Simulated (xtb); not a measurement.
C2H3N3, triplet, at a GFN2-xTB geometry (a higher spin typed on purpose: for a closed-shell molecule this is an excited state); GFN1-xTB (xtb).

Input for xtb:
```
$ xtb mol.xyz --gfn 1 --uhf 2 --acc 0.1 --json

# file mol.xyz
8

C      1.17101317     0.00475057    -0.09247031
N      0.44636478     1.08338049    -0.11598651
C     -0.85666527     0.74776666     0.09263815
N     -0.94222099    -0.66666020     0.20744920
N      0.37784307    -1.08306690     0.01405913
H      2.22920053    -0.05749973    -0.21574880
H     -1.68090099     1.38200876    -0.14596717
H     -1.60829484    -1.17518597    -0.37794388
```

Output, abridged:

```
   ID    Z sym.   atoms
    1    6 C      1, 3
    2    7 N      2, 4, 5
    3    1 H      6-8

           -------------------------------------------------
          |                Calculation Setup                |
           -------------------------------------------------

           -------------------------------------------------
          |                 G F N 1 - x T B                 |
           -------------------------------------------------

          ...................................................
          :                      SETUP                      :
          :.................................................:
          :  # basis functions                  26          :
          :  # atomic orbitals                  26          :
          :  # shells                           16          :
          :  # electrons                        26          :
          :  # halogen bonds                     0          :
          :  max. iterations                   250          :
          :  Hamiltonian                  GFN1-xTB          :
          :  restarted?                      false          :
          :  GBSA solvation                  false          :
          :  PC potential                    false          :
          :  electronic temp.          300.0000000     K    :
          :  accuracy                    0.1000000          :
          :  -> integral cutoff          0.3500000E+02      :
          :  -> integral neglect         0.1000000E-08      :
          :  -> SCF convergence          0.1000000E-06 Eh   :
          :  -> wf. convergence          0.2000000E-05 e    :
          :  Broyden damping             0.4000000          :
          :  net charge                          0          :
          :  unpaired electrons                  2          :
          ...................................................

 iter      E             dE          RMSdq      gap      omega  full diag
   1    -15.3742083 -0.153742E+02  0.802E+00    1.80       0.0  T
   2    -15.3763163 -0.210802E-02  0.491E+00    1.76       1.0  T
   3    -15.3257027  0.506137E-01  0.250E+00    1.71       1.0  T
   4    -15.3779047 -0.522020E-01  0.745E-01    1.71       1.0  T
   5    -15.3799911 -0.208642E-02  0.475E-01    1.84       1.0  T
   6    -15.3809333 -0.942225E-03  0.326E-01    1.79       1.0  T
   7    -15.3806247  0.308671E-03  0.388E-01    1.73       1.0  T
   8    -15.3817021 -0.107748E-02  0.872E-02    1.76       1.0  T
   9    -15.3817235 -0.213275E-04  0.693E-02    1.76       1.0  T
  10    -15.3817582 -0.347601E-04  0.732E-03    1.77       4.8  T
  11    -15.3817585 -0.323944E-06  0.282E-03    1.77      12.6  T
  12    -15.3817586 -0.526081E-07  0.852E-04    1.77      41.5  T
  13    -15.3817586 -0.525052E-08  0.276E-04    1.77     128.0  T
  14    -15.3817586 -0.564510E-09  0.312E-05    1.77    1133.4  T
  15    -15.3817586  0.366462E-11  0.381E-05    1.77     927.2  T
  16    -15.3817586 -0.109885E-10  0.378E-06    1.77    9350.2  T
  17    -15.3817586 -0.104805E-12  0.422E-07    1.77   83750.9  T

   *** convergence criteria satisfied after 17 iterations ***

 transition dipole moment (au) for excitation:          13          14
     X       Y       Z
   0.3347  -0.8554   0.0495  total (au/Debye):    0.920   2.338
 dE (eV)             :    3.685
 oscillator strength :  0.10804E+00

         :::::::::::::::::::::::::::::::::::::::::::::::::::::
         ::                     SUMMARY                     ::
         :::::::::::::::::::::::::::::::::::::::::::::::::::::
         :: total energy             -15.233117334397 Eh    ::
         :: gradient norm              0.046011789177 Eh/a0 ::
         :: HOMO-LUMO gap              1.769767743720 eV    ::
         ::.................................................::
         :: SCC energy               -15.381758605253 Eh    ::
         :: -> electrostatic           0.027020325288 Eh    ::
         :: repulsion energy           0.150972840778 Eh    ::
         :: dispersion energy         -0.002331569923 Eh    ::
         :: halogen bond corr.         0.000000000000 Eh    ::
         :: add. restraining           0.000000000000 Eh    ::
         :: total charge               0.000000000000 e     ::
         :::::::::::::::::::::::::::::::::::::::::::::::::::::

           -------------------------------------------------
          |                Property Printout                |
           -------------------------------------------------

    * Orbital Energies and Occupations

         #    Occupation            Energy/Eh            Energy/eV
      -------------------------------------------------------------
         1        2.0000           -0.8082713             -21.9942
         2        2.0000           -0.7638383             -20.7851
         3        2.0000           -0.7210177             -19.6199
         4        2.0000           -0.6307252             -17.1629
         5        2.0000           -0.6157978             -16.7567
         6        2.0000           -0.5879594             -15.9992
         7        2.0000           -0.5509607             -14.9924
         8        2.0000           -0.5321799             -14.4814
         9        2.0000           -0.5186659             -14.1136
        10        2.0000           -0.4766698             -12.9708
        11        2.0000           -0.4563926             -12.4191
        12        1.8434           -0.4303673             -11.7109
        13        1.1566           -0.4271676             -11.6238
        14        1.0000           -0.2917497              -7.9389 (HOMO)
        15                         -0.2267119              -6.1691 (LUMO)
        16                         -0.1149672              -3.1284
        17                         -0.0999734              -2.7204
        18                         -0.0974055              -2.6505
        19                          0.0213717               0.5816
        20                          0.1346951               3.6652
        21                          0.2224668               6.0536
        22                          0.2488236               6.7708
        23                          0.3389380               9.2230
        24                          0.3539885               9.6325
        25                          0.4461362              12.1400
        26                          0.6038847              16.4325
      -------------------------------------------------------------
                  HL-Gap            0.0650378 Eh            1.7698 eV
             Fermi-level           -0.3439991 Eh           -9.3607 eV

  Mulliken/CM5 charges         n(s)   n(p)   n(d)
     1C     0.25794  0.37041   0.991  2.751  0.000
     2N    -0.30064 -0.47816   1.555  3.745  0.000
     3C     0.16707  0.25324   1.004  2.828  0.000
     4N    -0.20235 -0.45992   1.454  3.749  0.000
     5N    -0.20727 -0.31603   1.593  3.614  0.000
     6H     0.03776  0.11261   0.962  0.000  0.000
     7H     0.03215  0.10428   0.968  0.000  0.000
     8H     0.21534  0.41357   0.785  0.000  0.000

Wiberg/Mayer (AO) data.
largest (>0.10) Wiberg bond orders for each atom

 ---------------------------------------------------------------------------
     #   Z sym  total        # sym  WBO       # sym  WBO       # sym  WBO
 ---------------------------------------------------------------------------
     1   6 C    3.852 --     2 N    1.542     5 N    1.163     6 H    0.973
                             3 C    0.134
     2   7 N    3.000 --     1 C    1.542     3 C    1.191     5 N    0.185
     3   6 C    3.466 --     2 N    1.191     4 N    1.039     7 H    0.976
                             1 C    0.134
     4   7 N    3.188 --     5 N    1.134     3 C    1.039     8 H    0.918
     5   7 N    2.624 --     1 C    1.163     4 N    1.134     2 N    0.185
     6   1 H    1.013 --     1 C    0.973
     7   1 H    1.006 --     3 C    0.976
     8   1 H    0.976 --     4 N    0.918
 ---------------------------------------------------------------------------

Topologies differ in total number of bonds
Writing topology from bond orders to xtbtopo.mol

 dipole moment from electron density (au)
     X       Y       Z
  -0.5277  -0.1632  -0.4788  total (Debye):    1.858

           -------------------------------------------------
          | TOTAL ENERGY              -15.233117334397 Eh   |
          | GRADIENT NORM               0.046011789177 Eh/α |
          | HOMO-LUMO GAP               1.769767743720 eV   |
           -------------------------------------------------

normal termination of xtb
```
